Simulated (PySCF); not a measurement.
Ga(Me)2(OH)(OH2), C₂H₉GaO₂, singlet (CAM-B3LYP/def2-SVP optimised geometry):

```
14

Ga    -0.037    -0.043     0.000
C     -1.287     1.472     0.000
H     -1.208     2.032    -0.945
H     -1.087     2.182     0.818
H     -2.326     1.119     0.085
C      1.927    -0.043     0.000
H      2.326     0.699     0.708
H      2.321     0.207    -0.998
H      2.323    -1.030     0.282
O     -0.841    -1.584    -0.671
H     -0.303    -2.182    -1.200
O     -0.645    -1.115     1.779
H     -0.960    -1.749     1.078
H     -1.436    -0.762     2.210
```

Level of theory: CAM-B3LYP/def2-TZVP (PySCF).

What are the frontier orbital energies and the dipole moment?

HOMO-2 -9.98 eV, HOMO-1 -9.75 eV, HOMO -8.69 eV, LUMO 1.09 eV, LUMO+1 1.67 eV; dipole moment 0.99 D.

On the same geometry PBE/def2-TZVP (PySCF 2.14.0) gives HOMO-2 -6.93 eV, HOMO-1 -6.73 eV, HOMO -6.00 eV, LUMO -0.51 eV, LUMO+1 0.03 eV; dipole moment 1.00 D.

Meta-Löwdin charges at CAM-B3LYP/def2-TZVP: Ga1 0.79, C2 -0.58, H3 0.12, H4 0.11, H5 0.12, C6 -0.58, H7 0.12, H8 0.12, H9 0.12, O10 -0.78, H11 0.33, O12 -0.60, H13 0.37, H14 0.36.
